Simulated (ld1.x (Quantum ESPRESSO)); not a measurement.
Building the TM potential for Sc (Z = 21) (PBE, scalar-relativistic).

ld1.x (Quantum ESPRESSO) 7.5 was run on this input:

```
&input
   title='Sc', zed=21., rel=1, dft='PBE', iswitch=3,
   config='[Ar] 3d1 4s2 4p0 4f-2',
   nld=4, rlderiv=4.40, eminld=-2.0, emaxld=5.0, deld=0.02
 /
 &inputp
   pseudotype=2, tm=.true., lloc=1,
   nlcc=.true.,
   file_pseudopw='Sc.UPF', file_wfcaegen='ae.wfc', file_wfcncgen='nc.wfc', file_beta='beta', file_chi='chi'
 /
4
4S  1  0   2.00   0.00  3.00  3.00  0.0
3D  3  2   1.00   0.00  1.50  1.50  0.0
4F  4  3  -2.00  -0.15  3.30  3.30  0.0
4P  2  1   0.00   0.00  4.05  4.05  0.0
 &test
   configts(1)='3d1 4s2 4p0'
 /
```

Command:

```bash
ld1.x < Sc.in > Sc.out
```

The program printed (shortened: banner, matrices, multipoles, cross overlaps and the repeated all-electron block are left out):

```
Program LD1 v.7.5
     --------------------------- All-electron run ----------------------------

     Sc
     scalar relativistic calculation

     atomic number is 21.00
     dft =PBE   lsd =0 sic =0 latt =0  beta=0.20 tr2=1.0E-14
     Exchange-correlation= PBE
                           (   1   4   3   4   0   0   0)
     mesh =1173 r(mesh) = 100.03074 a.u. xmin = -7.00 dx = 0.01250
     1 Ry =  13.60569312 eV, c = 137.03599908

     n l     nl                  e(Ry)          e(Ha)          e(eV)
     1 0     1S 1( 2.00)      -323.1935      -161.5967     -4397.2714
     2 0     2S 1( 2.00)       -34.8626       -17.4313      -474.3293
     2 1     2P 1( 6.00)       -28.5366       -14.2683      -388.2602
     3 0     3S 1( 2.00)        -4.0453        -2.0226       -55.0389
     3 1     3P 1( 6.00)        -2.4714        -1.2357       -33.6245
     3 2     3D 1( 1.00)        -0.2376        -0.1188        -3.2333
     4 0     4S 1( 2.00)        -0.3074        -0.1537        -4.1829
     4 1     4P 1( 0.00)        -0.1078        -0.0539        -1.4672

     final scf error:  6.8E-15 reached in  24 iterations

     Etot =   -1528.114898 Ry,    -764.057449 Ha,  -20791.062353 eV

     Ekin =    1539.719939 Ry,     769.859969 Ha,   20948.956985 eV
     Encl =   -3630.004249 Ry,   -1815.002125 Ha,  -49388.723849 eV
     Eh   =     639.917212 Ry,     319.958606 Ha,    8706.517205 eV
     Exc  =     -77.747799 Ry,     -38.873899 Ha,   -1057.812693 eV

     normalization and overlap integrals

     s(1S/1S) =  1.000000  <r> =   0.0730  <r2> =    0.0072  r(max) =   0.0476
     s(2S/2S) =  1.000000  <r> =   0.3435  <r2> =    0.1396  r(max) =   0.2845
     s(2P/2P) =  1.000000  <r> =   0.3077  <r2> =    0.1170  r(max) =   0.2329
     s(3S/3S) =  1.000000  <r> =   1.0748  <r2> =    1.3329  r(max) =   0.9213
     s(3P/3P) =  1.000000  <r> =   1.1685  <r2> =    1.6103  r(max) =   0.9685
     s(3D/3D) =  1.000000  <r> =   1.8688  <r2> =    4.8199  r(max) =   1.0974
     s(4S/4S) =  1.000000  <r> =   3.7207  <r2> =   15.9307  r(max) =   3.1361
     s(4P/4P) =  1.000000  <r> =   5.0669  <r2> =   30.1083  r(max) =   4.0268

     ------------------------ End of All-electron run ------------------------

     --------------------- Generating NC pseudopotential ---------------------

      Generating local pot.: lloc=1, matching radius rcloc =   4.0500

      Computing core charge for nlcc:

       r > 2.00 : true rho core
       r < 2.00 : rho core = a sin(br)/r    a=   1.40  b=   1.36

      Integrated core pseudo-charge :   2.60

      Wfc   4S  rcut= 3.021  Using Troullier-Martins method

      Wfc   3D  rcut= 1.500  Using Troullier-Martins method

      Wfc   4F  rcut= 3.338  Using Troullier-Martins method

     ------------------- End of pseudopotential generation -------------------

     Computing logarithmic derivative in   4.42269
     Computing logarithmic derivative in   4.42269
     Computing the partial wave expansion
     R is outside the sphere for l=    0 j= 0.00
       no projector for channel:   1
     R is outside the sphere for l=    2 j= 0.00
     R is outside the sphere for l=    3 j= 0.00

     ---------------------- Testing the pseudopotential ----------------------

     Sc
     scalar relativistic calculation

     atomic number is 21.00   valence charge is  3.00
     dft =PBE   lsd =0 sic =0 latt =0  beta=0.20 tr2=1.0E-14
     mesh =1173 r(mesh) = 100.03074 xmin = -7.00 dx = 0.01250

     n l     nl             e AE (Ry)        e PS (Ry)    De AE-PS (Ry)
     3 2     3D   1( 1.00)       -0.23765       -0.23764       -0.00000
     1 0     4S   1( 2.00)       -0.30744       -0.30744        0.00000
     2 1     4P   1( 0.00)       -0.10784       -0.10784        0.00000

     eps = 1.7E-15  iter =  5

     Etot =   -1528.114898 Ry,    -764.057449 Ha,  -20791.062353 eV
     Etotps =    -5.110608 Ry,      -2.555304 Ha,     -69.533371 eV

     Ekin =       5.595392 Ry,       2.797696 Ha,      76.129187 eV
     Encl =      -4.867169 Ry,      -2.433585 Ha,     -66.221210 eV
     Ehrt =       2.642718 Ry,       1.321359 Ha,      35.956013 eV
     Ecxc =      -3.337012 Ry,      -1.668506 Ha,     -45.402361 eV
     (Ecc =      -1.809222 Ry,      -0.904611 Ha,     -24.615718 eV)
     Epseu=      -5.144538 Ry,      -2.572269 Ha,     -69.994999 eV

     ---------------------- End of pseudopotential test ----------------------
```

Generation and configuration tests took about 1.9 s on one core of a shared server CPU.
